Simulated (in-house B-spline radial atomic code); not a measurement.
Results of a calculation; reference values are marked as such.
**He ion on Hf atom: potential, deflection and energy transfer**

The pair potential comes from two frozen, spherical free-atom densities (PBE, B-spline radial code, scalar-relativistic past argon): electrostatics plus the change in Thomas-Fermi kinetic and Dirac exchange energy where they overlap, the recipe behind the universal ZBL potential, which averages such potentials (from solid-state densities) over many pairs. It is written V = (Z1 Z2 e²/r) φ(r/a), with e² = 14.3996 eV·Å and a = 0.46850 Å/(Z1^0.23 + Z2^0.23); ZBL's fit is φ = 0.18175 e^(−3.1998x) + 0.50986 e^(−0.94229x) + 0.28022 e^(−0.4029x) + 0.02817 e^(−0.20162x). Where φ falls below 4e-4 it is continued as an exponential.

Masses 4.0 and 178.49 u.

| x = r/a | φ, this pair | φ, ZBL |
| --- | --- | --- |
| 0.1 | 0.867 | 0.8928 |
| 0.25 | 0.7305 | 0.7647 |
| 0.5 | 0.5762 | 0.6096 |
| 1 | 0.3887 | 0.4164 |
| 1.5 | 0.2777 | 0.2995 |
| 2 | 0.2011 | 0.2218 |
| 3 | 0.1177 | 0.1292 |
| 4 | 0.07517 | 0.08026 |
| 5 | 0.04928 | 0.05224 |
| 6.5 | 0.02712 | 0.02914 |
| 8 | 0.01537 | 0.01705 |
| 10 | 0.007406 | 0.008778 |
| 12 | 0.00373 | 0.00474 |
| 14.5 | 0.00174 | 0.002328 |
| 17 | 0.0008859 | 0.001212 |

(1) At x = 0.5 the electrostatic, kinetic and exchange parts are 18107.0, 1594.5 and -79.64 eV. Find r, V and φ.

(2) The ion comes in at 17.41 keV with impact parameter 0.2436 Å. The scattering integral gives a centre-of-mass angle of 9.04° and a closest approach of 2.097 a. What are the reduced energy, the energy passed on and the laboratory angles?

## Answers

(1) a = 0.46850/(1.1728 + 2.6742) = 0.12178 Å, so r = 0.06089 Å. V = 18107.0 + 1594.5 + (-79.64) = 19621.86 eV. The bare repulsion is 2 × 72 × 14.3996/0.06089 = 34053 eV, so φ = 0.5762, -5.5 % against ZBL's 0.6096. The kinetic (Pauli) term is 8 % of V here.

(2) ε = E a M2/(Z1 Z2 e² (M1 + M2)) = 17410 × 5.7445e-05 = 1. The most that one collision can pass on is γE with γ = 4 M1 M2/(M1 + M2)² = 0.0858. Here T = γE sin²(θ/2) = 0.0858 × 17410 × 0.00621 = 9.27 eV. The ion turns by arctan(sin θ/(cos θ + M1/M2)) = 8.8°, and the struck atom leaves at (180° − θ)/2 = 85.5°. The closest approach is 0.255 Å. With ZBL the angle would be 9.88° and T = 11.07 eV.
